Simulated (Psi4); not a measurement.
Relaxed torsion scan: SMILES C=Cc1cccs1. Scanned: dihedral C1–C2–C3–S7; all other coordinates were relaxed at GFN2-xTB. Points at φ and −φ are mirror images. Heavy atoms are numbered in the order of the SMILES C=Cc1cccs1, hydrogens after them in the order of the atoms that carry them; the mirror image has the same energies with the sign of each dihedral reversed.

Methods: PBE/def2-TZVP // GFN2-xTB (Psi4); PBE-D3(BJ)/def2-TZVP // GFN2-xTB (Psi4); MP2/cc-pVTZ = DF-MP2 (frozen core)/cc-pVTZ // GFN2-xTB (Psi4).

Energies relative to the lowest point of each profile, in mEh; the last columns give the difference from MP2:

| φ / ° | PBE/def2-TZVP | PBE-D3(BJ)/def2-TZVP | MP2/cc-pVTZ | PBE/def2-TZVP − MP2/cc-pVTZ | PBE-D3(BJ)/def2-TZVP − MP2/cc-pVTZ |
|---|---|---|---|---|---|
| -165 | 1.6 | 1.7 | 1.9 | -0.3 | -0.2 |
| -150 | 2.4 | 2.5 | 2.3 | 0.1 | 0.2 |
| -135 | 3.9 | 4.0 | 3.4 | 0.6 | 0.7 |
| -120 | 6.0 | 6.1 | 5.0 | 1.1 | 1.2 |
| -105 | 8.1 | 8.2 | 6.6 | 1.5 | 1.6 |
| -90 | 8.9 | 9.1 | 7.3 | 1.7 | 1.8 |
| -75 | 8.1 | 8.3 | 6.7 | 1.4 | 1.6 |
| -60 | 6.1 | 6.2 | 5.0 | 1.0 | 1.1 |
| -45 | 3.7 | 3.7 | 3.1 | 0.6 | 0.7 |
| -30 | 1.7 | 1.7 | 1.4 | 0.3 | 0.3 |
| -15 | 0.4 | 0.4 | 0.3 | 0.1 | 0.1 |
| 0 | 0.0 | 0.0 | 0.0 | 0.0 | 0.0 |
| 15 | 0.4 | 0.4 | 0.3 | 0.1 | 0.1 |
| 30 | 1.7 | 1.7 | 1.4 | 0.3 | 0.3 |
| 45 | 3.7 | 3.7 | 3.1 | 0.6 | 0.7 |
| 60 | 6.1 | 6.2 | 5.0 | 1.0 | 1.1 |
| 75 | 8.1 | 8.3 | 6.7 | 1.4 | 1.6 |
| 90 | 8.9 | 9.1 | 7.3 | 1.7 | 1.8 |
| 105 | 8.1 | 8.2 | 6.6 | 1.5 | 1.6 |
| 120 | 6.0 | 6.1 | 5.0 | 1.1 | 1.2 |
| 135 | 3.9 | 4.0 | 3.4 | 0.6 | 0.7 |
| 150 | 2.4 | 2.5 | 2.3 | 0.1 | 0.2 |
| 165 | 1.6 | 1.7 | 1.9 | -0.3 | -0.2 |
| 180 | 1.3 | 1.4 | 1.8 | -0.5 | -0.4 |

PBE/def2-TZVP is furthest from MP2/cc-pVTZ at -90 (1.7 mEh, above); its mean absolute difference over the points is 0.7 mEh.

PBE-D3(BJ)/def2-TZVP is furthest from MP2/cc-pVTZ at -90 (1.8 mEh, above); its mean absolute difference over the points is 0.8 mEh.
